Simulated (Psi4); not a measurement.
F₃Sb, triplet, geometry from GFN2-xTB (a higher spin typed on purpose: for a closed-shell molecule this is an excited state) (all electrons, no relativity); SVWN/3-21G (Psi4).

Input for Psi4:
```
memory 2 GB

molecule mol {
0 3
  Sb   -0.091853    0.056645    0.055832
  F    -1.714909   -1.439001   -0.075634
  F     0.778870    2.010737    0.642131
  F     1.456537   -0.892723   -0.882878
}

set basis 3-21g
set reference uks
set scf_type pk

energy('svwn')
print_variables()
```

What does Psi4 print? Leave out banner, timings and long lists.


```
   => Loading Basis Set <=

    Name: 3-21G
    Role: ORBITAL
    Keyword: BASIS

         ---------------------------------------------------------
                                   SCF
               by Justin Turney, Rob Parrish, Andy Simmonett
                          and Daniel G. A. Smith
                              UKS Reference
         ---------------------------------------------------------

  ==> Geometry <==

    Molecular point group: c1
    Full point group: C1

    Geometry (in Angstrom), charge = 0, multiplicity = 3:

       Center              X                  Y                   Z               Mass
    ------------   -----------------  -----------------  -----------------  -----------------
         SB          -0.085013462694     0.052427124104     0.051674766113   120.903812000000
         F           -1.708069462694    -1.443218875896    -0.079791233887    18.998403162730
         F            0.785709537306     2.006519124104     0.637973766113    18.998403162730
         F            1.463376537306    -0.896940875896    -0.887035233887    18.998403162730

  Running in c1 symmetry.

  Rotational constants: A =      0.19492  B =      0.09522  C =      0.06397 [cm^-1]
  Rotational constants: A =   5843.47989  B =   2854.74188  C =   1917.82036 [MHz]
  Nuclear repulsion =  373.806536141166418

  Charge       = 0
  Multiplicity = 3
  Electrons    = 78
  Nalpha       = 40
  Nbeta        = 38

  ==> Algorithm <==

  SCF Algorithm Type is PK.
  DIIS enabled.
  MOM disabled.
  Fractional occupation disabled.
  Guess Type is SAD.
  Energy threshold   = 1.00e-06
  Density threshold  = 1.00e-06
  Integral threshold = 1.00e-12

  ==> Primary Basis <==

  Basis Set: 3-21G
    Blend: 3-21G
    Number of shells: 28
    Number of basis functions: 60
    Number of Cartesian functions: 60
    Spherical Harmonics?: false
    Max angular momentum: 2

  ==> DFT Potential <==

   => LibXC <=

    Version 7.1.2
    S. Lehtola, C. Steigemann, M. J. T. Oliveira, and M. A. L. Marques,  SoftwareX 7, 1–5 (2018) (10.1016/j.softx.2017.11.002)

   => Composite Functional: SVWN <=

    Slater exchange
    Vosko, Wilk & Nusair (VWN5_RPA)
    P. A. M. Dirac,  Math. Proc. Cambridge Philos. Soc. 26, 376 (1930) (10.1017/S0305004100016108)
    F. Bloch,  Z. Phys. 57, 545 (1929) (10.1007/BF01340281)
    S. H. Vosko, L. Wilk, and M. Nusair,  Can. J. Phys. 58, 1200 (1980) (10.1139/p80-159)

    Deriv               =              1
    GGA                 =          FALSE
    Meta                =          FALSE

    Exchange Hybrid     =          FALSE
    MP2 Hybrid          =          FALSE

   => Exchange Functionals <=

    1.0000         XC_LDA_X

   => Correlation Functionals <=

    1.0000   XC_LDA_C_VWN_RPA

   => LibXC Density Thresholds  <==

    XC_LDA_C_VWN_RPA:  1.00E-15
    XC_LDA_X:  1.00E-15

   => Molecular Quadrature <=

    Radial Scheme          =       TREUTLER
    Pruning Scheme         =           NONE
    Nuclear Scheme         =       TREUTLER

    Blocking Scheme        =         OCTREE
    BS radius alpha        =              1
    Pruning alpha          =              1
    Radial Points          =             75
    Spherical Points       =            302
    Total Points           =          86718
    Total Blocks           =            711
    Max Points             =            256
    Max Functions          =             53
    Weights Tolerance      =       1.00E-15

  ==> Integral Setup <==

  Using in-core PK algorithm.
   Calculation information:
      Number of atoms:                   4
      Number of AO shells:              28
      Number of primitives:             60
      Number of atomic orbitals:        60
      Number of basis functions:        60

      Integral cutoff                 1.00e-12
      Number of threads:                 1

  Performing in-core PK
  Using 3350730 doubles for integral storage.
  We computed 49796 shell quartets total.
  Whereas there are 82621 unique shell quartets.

  ==> DiskJK: Disk-Based J/K Matrices <==

    J tasked:                  Yes
    K tasked:                   No
    wK tasked:                  No
    Schwarz Cutoff:          1E-12

  Minimum eigenvalue in the overlap matrix is 1.2589378795E-03.
  Reciprocal condition number of the overlap matrix is 3.1599699292E-04.
    Using symmetric orthogonalization.

  ==> Pre-Iterations <==

  SCF Guess: Superposition of Atomic Densities via on-the-fly atomic UHF (no occupation information).

   -------------------------
    Irrep   Nso     Nmo
   -------------------------
     A         60      60
   -------------------------
    Total      60      60
   -------------------------

  ==> Iterations <==

                        Total Energy        Delta E     RMS |[F,P]|

   @UKS iter SAD: -6576.65376444226149   -6.57665e+03   0.00000e+00
   @UKS iter   1: -6580.59088349136982   -3.93712e+00   1.05115e-02 DIIS/ADIIS
   @UKS iter   2: -6580.68177864244171   -9.08952e-02   4.20178e-03 DIIS/ADIIS
   @UKS iter   3: -6580.64955481644483    3.22238e-02   6.31725e-03 DIIS/ADIIS
   @UKS iter   4: -6580.71491483373575   -6.53600e-02   1.08181e-03 DIIS/ADIIS
   @UKS iter   5: -6580.70569427455303    9.22056e-03   2.60755e-03 DIIS/ADIIS
   @UKS iter   6: -6580.71622077142001   -1.05265e-02   7.12878e-04 DIIS/ADIIS
   @UKS iter   7: -6580.71705807108810   -8.37300e-04   1.02383e-04 DIIS/ADIIS
   @UKS iter   8: -6580.71707479317956   -1.67221e-05   1.50168e-05 DIIS
   @UKS iter   9: -6580.71707520519976   -4.12020e-07   5.25958e-06 DIIS
   @UKS iter  10: -6580.71707526091723   -5.57175e-08   1.05223e-06 DIIS
   @UKS iter  11: -6580.71707526316004   -2.24281e-09   1.59542e-07 DIIS
  Energy and wave function converged.

  ==> Post-Iterations <==

   Electrons on quadrature grid:
      Nalpha   =   40.0000591987 ; deviation = 5.920e-05
      Nbeta    =   38.0000508916 ; deviation = 5.089e-05
      Ntotal   =   78.0001100904 ; deviation = 1.101e-04

   @Spin Contamination Metric:   2.138395114E-03
   @S^2 Expected:                2.000000000E+00
   @S^2 Observed:                2.002138395E+00
   @S   Expected:                1.000000000E+00
   @S   Observed:                1.000000000E+00

    Orbital Energies [Eh]
    ---------------------

    Alpha Occupied:

[...]
      40A     -0.206674

    Alpha Virtual:

[...]
    Beta Occupied:

[...]
    Beta Virtual:

[...]
      60A    214.631727

    Final Occupation by Irrep:
              A
    DOCC [    38 ]
    SOCC [     2 ]
    NA   [    40 ]
    NB   [    38 ]

  @UKS Final Energy: -6580.71707526316004

   => Energetics <=

    Nuclear Repulsion Energy =            373.8065361411664185
    One-Electron Energy =               -9827.3469804919295711
    Two-Electron Energy =                3064.3379888886784101
    DFT Exchange-Correlation Energy =    -191.5146198010754972
    Empirical Dispersion Energy =           0.0000000000000000
    VV10 Nonlocal Energy =                  0.0000000000000000
    Total Energy =                      -6580.7170752631600408

  UHF NO Occupations:
  HONO-2 :   38  A 1.9990734
  HONO-1 :   39  A 1.0000000
  HONO-0 :   40  A 1.0000000
  LUNO+0 :   41  A 0.0009266
  LUNO+1 :   42  A 0.0000405
  LUNO+2 :   43  A 0.0000259
  LUNO+3 :   44  A 0.0000169

Computation Completed

Properties will be evaluated at   0.000000,   0.000000,   0.000000 [a0]

Properties computed using the SCF density matrix

 Multipole Moments:

 ------------------------------------------------------------------------------------
     Multipole            Electronic (a.u.)      Nuclear  (a.u.)        Total (a.u.)
 ------------------------------------------------------------------------------------

 L = 1.  Multiply by 2.5417464519 to convert [e a0] to [Debye]
 Dipole X            :         -1.2963528            1.0080988           -0.2882540
 Dipole Y            :          0.8033818           -0.6216865            0.1816954
 Dipole Z            :          0.7897384           -0.6127649            0.1769735
 Magnitude           :                                                    0.3839572

 ------------------------------------------------------------------------------------

  Variable Map:
  ----------------------------------------------------------------------------
[...]
  Array Variable Map:
  ----------------------------------------------------------------------------
[...]
[...]
```
